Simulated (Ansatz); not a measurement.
`OCB1C=C1` → B• + 3 C• + 5 H• + O•  (atomization)

Calculated with Ansatz (gas phase, PBE0-D4/def2-TZVP geometries, no zero-point term in ΔE). CCSD(T)/CBS adds triple-zeta CCSD(T) − MP2 to the extrapolated MP2 energy (def2 sets, frozen cores). This one scheme is used for every species, atoms too. DFT in def2-TZVPP. No spin–orbit coupling; open shells (•) take unrestricted orbitals. Spin–orbit coupling would lower the free atoms: a little for B, C, O. Each species was taken in one conformer, which may not be the lowest.

`OCB1C=C1`:

Z-matrix (Å, degrees):
```
C
B 1 1.552
O 1 1.421 2 115.8
H 1 1.102 2 108.4 3 124.4
H 1 1.097 2 109.3 3 -121.7
C 2 1.470 1 153.9 3 176.7
C 2 1.474 1 151.7 3 -7.0
H 3 0.959 1 107.8 2 20.6
H 6 1.081 2 158.3 1 -2.7
H 7 1.082 2 158.9 1 2.6
```

(1) What is ΔE at CCSD(T)/CBS? (An estimate is asked.)

(2) What do these levels give: CAM-B3LYP-D4, ωB97M-V, B2PLYP, BHLYP, HF/def2-TZVPP, HF/CBS(def2)? (Estimate.)

Largest T1 diagnostic among the species: 0.014.

## Answers

(1) Computed: +4146.9 kJ/mol.

(2) Computed: CAM-B3LYP-D4 4188.7, ωB97M-V 4188.4, B2PLYP 4132.1, BHLYP 4014.6, HF/def2-TZVPP 3045.3, HF/CBS(def2) 3050.5 kJ/mol.

From BLYP to BHLYP (50 % exact exchange), in def2-TZVPP and without D4, ΔE moves by −119.0 kJ/mol: exact exchange takes away binding that semilocal exchange gives to molecules. The D4 term adds +25.4 kJ/mol with B3LYP and +13.3 kJ/mol with PBE0; it sums over pairs of atoms, weighted by their polarisabilities, and B3LYP, whose exchange is more repulsive, gets the larger term.

B3LYP here is the variant with VWN-RPA as its local correlation; programs differ in this.

For atomizations the MP2-based limit and the directly extrapolated one differ by several kJ/mol either way, and by 10 to 25 for some Ge, Se and Sn compounds, so smaller differences from it don't rank the levels.
